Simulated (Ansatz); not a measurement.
Relaxation of the cluster Hf3Si2 with RKS PBE-D4/def2-SVP.

```sh
$ ansatz run in.yaml --threads 4 --pin off --events-out ev --progress --plain --max-ram 4787MiB
```

```yaml
crystal:
  periodic: [false, false, false]
  atoms:
    - {symbol: Hf, position_ang: [1.701690, -0.703150, 0.631610]}
    - {symbol: Hf, position_ang: [-0.576120, -0.231670, 2.392030]}
    - {symbol: Hf, position_ang: [0.457180, 1.800840, -0.238140]}
    - {symbol: Si, position_ang: [-1.366230, -0.847220, -0.526010]}
    - {symbol: Si, position_ang: [-0.216510, -0.018810, -2.259490]}
basis:
  gaussian: {orbitals: def2-SVP}
hamiltonian: {xc: pbe, dispersion: d4}
scf: {lower_state_search: "off"}
output: {orbitals: {seedname: orbitals}}
relax: {f_tol: 0.02, max_steps: 100}
```

It took 24 s on 4 threads of Arm Neoverse V2 on a shared host.

Positions (Å) and forces (eV/Å) at steps 1, 2, 3, 4, 5, 6, 7, 8, 10 of 10:

```xyz
5
step=1 energy=-19656.7334 eV
Hf    1.702   -0.703    0.632   -1.909    1.003    0.242
Hf   -0.576   -0.232    2.392    0.911    0.442   -2.442
Hf    0.457    1.801   -0.238   -0.564   -3.112    0.295
Si   -1.366   -0.847   -0.526    1.319    0.586    1.457
Si   -0.217   -0.019   -2.259    0.243    1.080    0.449
5
step=2 energy=-19657.9544 eV
Hf    1.609   -0.660    0.640   -0.781   -0.250   -0.273
Hf   -0.529   -0.185    2.256   -0.131    0.253   -1.437
Hf    0.412    1.614   -0.207   -0.803   -1.214   -0.039
Si   -1.283   -0.813   -0.454    1.492    0.624    1.627
Si   -0.208    0.044   -2.235    0.224    0.586    0.123
5
step=3 energy=-19658.5672 eV
Hf    1.542   -0.689    0.599    0.173   -0.840   -0.400
Hf   -0.552   -0.169    2.152   -0.470    0.163   -0.107
Hf    0.348    1.539   -0.210   -0.678    0.323   -0.013
Si   -1.148   -0.756   -0.329    0.754    0.310    0.879
Si   -0.189    0.076   -2.212    0.222    0.044   -0.358
5
step=4 energy=-19658.7275 eV
Hf    1.483   -0.789    0.510    0.719   -0.438   -0.215
Hf   -0.583   -0.135    2.149    0.112    0.393    0.717
Hf    0.231    1.538   -0.203   -0.087    0.994    0.396
Si   -0.997   -0.691   -0.225   -1.048   -0.644   -0.823
Si   -0.134    0.077   -2.231    0.304   -0.305   -0.076
5
step=5 energy=-19659.0248 eV
Hf    1.479   -0.869    0.383   -0.210   -0.035   -0.426
Hf   -0.535   -0.019    2.133    0.270    0.033    0.569
Hf    0.117    1.574   -0.100   -0.141    0.581    0.029
Si   -1.049   -0.732   -0.246   -0.446   -0.289   -0.392
Si   -0.013    0.046   -2.170    0.526   -0.291    0.220
5
step=6 energy=-19659.3209 eV
Hf    1.411   -0.889    0.239   -0.316    0.088   -0.306
Hf   -0.463    0.012    2.164    0.231   -0.069   -0.007
Hf    0.015    1.629   -0.057   -0.149    0.148   -0.054
Si   -1.118   -0.728   -0.255   -0.191   -0.030    0.026
Si    0.155   -0.023   -2.092    0.425   -0.136    0.341
5
step=7 energy=-19659.3351 eV
Hf    1.342   -0.895    0.128    0.381   -0.223    0.792
Hf   -0.381    0.010    2.147    0.021    0.081    0.180
Hf   -0.079    1.674   -0.045    0.044   -0.273   -0.052
Si   -1.192   -0.709   -0.242   -0.049    0.013   -0.120
Si    0.309   -0.081   -1.988   -0.398    0.402   -0.800
5
step=8 energy=-19659.3985 eV
Hf    1.353   -0.901    0.195    0.156   -0.041   -0.030
Hf   -0.375    0.006    2.171   -0.048    0.031   -0.046
Hf   -0.071    1.642   -0.066   -0.004    0.020    0.043
Si   -1.180   -0.700   -0.258   -0.080    0.013   -0.009
Si    0.273   -0.046   -2.041   -0.023   -0.023    0.042
5
step=10 energy=-19659.4002 eV
Hf    1.365   -0.899    0.193    0.007    0.001   -0.001
Hf   -0.381    0.004    2.164    0.000   -0.001    0.002
Hf   -0.068    1.644   -0.062    0.000    0.000    0.000
Si   -1.184   -0.696   -0.258   -0.007    0.002   -0.003
Si    0.268   -0.052   -2.036    0.000   -0.002    0.001
```

In the def2 sets Hf takes a core potential; there is no spin–orbit coupling. The restricted singlet is unstable towards broken spin symmetry in Hartree–Fock (as tested in another run); at PBE-D4/def2-SVP this wasn't settled. The relaxation made no stability test and no search for a lower SCF solution. No other spin state of charge 0 was run. Another isomer (triplet) lies 1.83 eV lower at PBE0-D4/def2-TZVP; other spin states weren't run for this one.
